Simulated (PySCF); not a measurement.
A run for PySCF: R-HF/STO-3G on C3H6O (a complex), monomers drawn apart or pushed together.

```python
from pyscf import gto, scf, dft, mp
from pyscf.data.elements import chemcore

mol = gto.M(
    atom='''
    C    -0.17962705   -0.32882657    0.15073837
    O     0.61043520    0.46425147    0.04112421
    C    -0.78218392   -0.16751540    3.54665948
    C     0.70320682    0.14568396    3.39114800
    H    -1.31600835    0.66309992    4.01262449
    H    -0.93790379   -1.05071364    4.16930689
    H    -1.25268902   -0.36173438    2.58068557
    H     0.86164926    1.03131989    2.77283045
    H     1.23730037   -0.68304603    2.92175266
    H     1.17231184    0.33233118    4.35910709
    ''',
    basis='sto-3g',
    charge=0, spin=0, verbose=3, max_memory=1800)
mf = scf.RHF(mol)
mf.conv_tol = 1e-8
mf.max_cycle = 100
mf.kernel()
if not mf.converged:
    mf = mf.newton().run(mf.mo_coeff, mf.mo_occ)
```

Program output:

```
converged SCF energy = -189.529001151612
```

The calculation finished and met its thresholds.

Cost: about 0.14 core-seconds (a rough figure).
